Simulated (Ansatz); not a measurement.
Geometry optimisation, Ansatz 0.2.0, RKS PBE-D4/def2-SVP.

Input:

```yaml
crystal:
  periodic: [false, false, false]
  atoms:
    - { symbol: B, position_ang: [0.0, 0.0, 0.0] }
    - { symbol: F, position_ang: [0.0, 0.0, 1.67] }
    - { symbol: H, position_ang: [1.0305, 0.0, -0.595] }
    - { symbol: "N", position_ang: [-1.3423, 0.0, -0.775] }
    - { symbol: H, position_ang: [-2.0112, -0.8164, -0.6764] }
    - { symbol: H, position_ang: [-1.5914, 0.8164, -1.4036] }
    - { symbol: Si, position_ang: [-0.2814, 2.1166, 0.7095] }
    - { symbol: H, position_ang: [-1.6383, 2.5579, 0.4002] }
    - { symbol: H, position_ang: [-0.0669, 2.1796, 2.1523] }
    - { symbol: H, position_ang: [0.6781, 2.9876, 0.037] }
    - { symbol: H, position_ang: [-0.1406, 1.0574, 1.6785] }
basis:
  gaussian: { orbitals: def2-SVP }
hamiltonian:
  xc: pbe
  dispersion: d4
relax:
  f_tol: 0.15
  max_steps: 25
  restrain:
    - { distance: [0, 6], at: 1.95, k: 30.0 }
    - { distance: [10, 1], at: 0.92, k: 30.0 }
    - { distance: [0, 1], at: 2.52, k: 30.0 }
    - { distance: [10, 6], at: 2.66, k: 30.0 }
```

Launched with:

```bash
$ ansatz run input.yaml --threads 2 --pin off --max-ram 3072MiB --backend cpu --events-out ev --progress --plain --runs-dir out
```

Where does it end, and by what steps?

The run converged. The restraints hold the end off the free minimum. After 12 steps the energy has fallen by 4.528 eV (the restraints' own energy left out); H5 moved furthest, 1.00 Å. Parted: B1–F2, Si7–H11.

| step | energy less start (eV) | largest force component (eV/Å) | accepted |
| --- | --- | --- | --- |
| 0 | 0.0000 | 6.155 | yes |
| 1 | -1.7608 | 3.576 | yes |
| 2 | -2.2459 | 3.542 | yes |
| 3 | -2.6133 | 2.765 | yes |
| 4 | -3.2661 | 2.193 | yes |
| 5 | -3.8886 | 0.992 | yes |
| 6 | -4.1971 | 1.353 | yes |
| 7 | -4.3373 | 1.072 | yes |
| 8 | -4.4548 | 0.886 | yes |
| 9 | -4.4987 | 0.661 | yes |
| 10 | -4.5052 | 0.657 | yes |
| 11 | -4.5226 | 0.626 | yes |
| 12 | -4.5283 | 0.610 | yes |

```xyz
11
Properties=species:S:1:pos:R:3
B -0.175 0.481 -0.284
F -0.646 -0.125 2.124
H 0.850 -0.179 -0.276
N -1.287 -0.047 -0.947
H -1.297 -0.982 -1.359
H -2.191 0.425 -1.008
Si -0.177 2.313 0.451
H -1.558 2.873 0.710
H 0.534 2.330 1.798
H 0.571 3.320 -0.388
H 0.011 0.489 2.375
```

Whether the end is a true minimum wasn't checked by a vibrational analysis.

Time of the run: 36 s on 2 threads of Arm Neoverse V1, with other jobs on the host, peak memory 0.15 GiB.
